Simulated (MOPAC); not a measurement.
Input for MOPAC: PM7 on NaAl+, 2S+1 = 2, a spin state set in the input, which need not be the lowest, a point of a bond scan (R = 3.384 Å). Charge +1.

```
PM7 1SCF PRECISE CHARGE=1 UHF MS=0.5 THREADS=1
AlNa

Na     0.00000000 1     0.00000000 1     0.00000000 1
Al     0.00000000 1     0.00000000 1     3.38401100 1
```

Output:

```
*******************************************************************************
 **                                                                           **
 **                              MOPAC v23.2.5                                **
 **                                                                           **
 *******************************************************************************
 ** MOPAC's Digital Object Identifier: https://doi.org/10.5281/zenodo.6511958 **
 **                                                                           **
 ** Please cite the open-source release paper for use of this MOPAC version:  **
 ** J. E. Moussa and J. J. P. Stewart (2026)                                  **
 ** MOPAC: An open-source semiempirical molecular orbital program             **
 ** J. Open Source Softw., 11(119), 8025, https://doi.org/10.21105/joss.08025 **
 *******************************************************************************

                              PM7 CALCULATION RESULTS

 *******************************************************************************
 *  PM7        - The PM7 Hamiltonian to be used
 *  UHF        - UNRESTRICTED HARTREE-FOCK CALCULATION
 *
 *
 *
 *                 CHARGE ON SYSTEM = +1
 *
 *
 *
 *  MS=        - IN MECI, MAGNETIC COMPONENT OF SPIN =  0.5
 *  PRECISE    - TIGHTER CRITERIA TO BE USED
 *  1SCF       - DO 1 SCF AND THEN STOP
 *  THREADS=1  - MULTI-THREADING NOT USED
 *  T=         - A TIME OF 172800.0 SECONDS REQUESTED
 *  DUMP=N     - RESTART FILE WRITTEN EVERY 7200.0 SECONDS REQUESTED
 *******************************************************************************
PM7 1SCF PRECISE CHARGE=1 UHF MS=0.5 THREADS=1
 AlNa

   ATOM   CHEMICAL          X               Y               Z
  NUMBER   SYMBOL      (ANGSTROMS)     (ANGSTROMS)     (ANGSTROMS)

     1      Na          0.00000000  *   0.00000000  *   0.00000000  *
     2      Al          0.00000000  *   0.00000000  *   3.38401100  *



          CARTESIAN COORDINATES

    NO.       ATOM           X           Y           Z

     1        Na          0.0000      0.0000      0.0000
     2        Al          0.0000      0.0000      3.3840

 General Reference for PM7:
 "Optimization of Parameters for Semiempirical Methods VI: More Modifications to the
 NDDO Approximations and Re-optimization of Parameters", J. J. P. Stewart, J. Mol. Mod., 1:32, 19 (2013)
 https://link.springer.com/article/10.1007/s00894-012-1667-x

           Empirical Formula: Na Al  =     2 atoms



      MOLECULAR POINT GROUP   :   C*v


          UHF CALCULATION, NO. OF ALPHA ELECTRONS =    2
                           NO. OF BETA  ELECTRONS =    1

 -------------------------------------------------------------------------------
 PM7 1SCF PRECISE CHARGE=1 UHF MS=0.5 THREADS=1
 AlNa



     1SCF WAS SPECIFIED, SO BFGS WAS NOT USED
     SCF FIELD WAS ACHIEVED


                              PM7 CALCULATION
                                                       MOPAC v23.2.5 Linux




          FINAL HEAT OF FORMATION =        223.84632 KCAL/MOL =     936.57301 KJ/MOL


          COSMO AREA              =        133.08 SQUARE ANGSTROMS
          COSMO VOLUME            =        129.21 CUBIC ANGSTROMS

          IONIZATION POTENTIAL    =         12.305943 EV
          ALPHA SOMO LUMO (EV)    =        -12.306 -6.658
          BETA  SOMO LUMO (EV)    =        -17.577 -6.071
          NO. OF ALPHA ELECTRONS  =          2
          NO. OF BETA  ELECTRONS  =          1
          MOLECULAR WEIGHT        =         49.9713         POINT GROUP:  C*v

          MOLECULAR DIMENSIONS (Angstroms)

            Atom       Atom       Distance
           Al     2   Na     1     3.38401
           Al     2   Na     1     0.00000
           Na     1   Al     2     0.00000


          SCF CALCULATIONS        =          1





   ATOM   CHEMICAL          X               Y               Z
  NUMBER   SYMBOL      (ANGSTROMS)     (ANGSTROMS)     (ANGSTROMS)

     1      Na          0.00000000  *   0.00000000  *   0.00000000  *
     2      Al          0.00000000  *   0.00000000  *   3.38401100  *

                             CARTESIAN COORDINATES

   1   Na        0.000000000     0.000000000     0.000000000
   2   Al        0.000000000     0.000000000     3.384011000


           Empirical Formula: Na Al  =     2 atoms



      MOLECULAR POINT GROUP   :   C*v


          ALPHA EIGENVALUES
 -18.46655 -12.30594  -6.65825  -6.65825  -4.53537  -2.78070  -2.05084  -2.05084
  13.67989  13.67989  13.84352  14.00248  14.00248


           BETA EIGENVALUES
 -17.57689  -6.07129  -6.07129  -5.19662  -4.07723  -2.15165  -2.15165  -2.12083
  13.90570  13.90570  14.68499  14.68499  15.17322


              NET ATOMIC CHARGES AND DIPOLE CONTRIBUTIONS

  ATOM NO.   TYPE          CHARGE      No. of ELECS.   s-Pop       p-Pop       d-Pop
    1         Na           0.931051        0.0689     0.02459     0.04436
    2         Al           0.068949        2.9311     1.95340     0.97039     0.00726
 DIPOLE           X         Y         Z       TOTAL
 POINT-CHG.     0.000     0.000    -7.656     7.656
 HYBRID         0.000     0.000     1.567     1.567
 SUM            0.000     0.000    -6.088     6.088


          ATOMIC ORBITAL ELECTRON POPULATIONS

     Atom    s        px        py        pz      x^2-y^2     xz        z^2       yz        xy
    1 Na   0.02459   0.00000   0.00000   0.04436
    2 Al   1.95340   0.00000   0.00000   0.97039   0.00000   0.00000   0.00726   0.00000   0.00000


                    (SZ)    =    0.500000
                    (S**2)  =    0.764460


          ATOMIC ORBITAL SPIN POPULATIONS

    Atom   Total    s     px     py     pz   x^2-y^2  xz     z^2    yz     xy
         Atomic
    1 Na  0.0501  0.006  0.000  0.000  0.044
    2 Al  0.9499  0.029  0.000  0.000  0.918  0.000  0.000  0.004  0.000  0.000

 **********************
 *                    *
 * JOB ENDED NORMALLY *
 *                    *
 **********************




 == MOPAC DONE ==
```

The run finished.

Cost: very roughly 0.020 core-seconds.
